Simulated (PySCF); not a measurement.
Correlation energy of N (nitrogen, neutral)

[He] 2s1 2p4, high-spin 4P determinant (an excited configuration). Computed with PySCF 2.14 in x2c-TZVPPall with one added diffuse shell each of s, p, d type (6s4p3d1f, 40 functions), with the spin-free X2C one-electron Hamiltonian (Gaussian nucleus). Frozen: nothing; 7 electrons correlated.

```tsv
level	correlation energy (mhartree)
CCSD	-131.20
(T)	-4.75
CCSD(T)	-135.95
```

Diagnostics: T1 = 0.022, D1 = 0.0702, largest double amplitude 0.148.

Task: Is a single reference adequate?

Result: Mostly. T1 lies below 0.03, but a double amplitude of this size points to a near-degeneracy that CCSD handles and MP2 describes poorly.

This basis was not built for core-valence correlation, so the inner-shell part is incomplete.
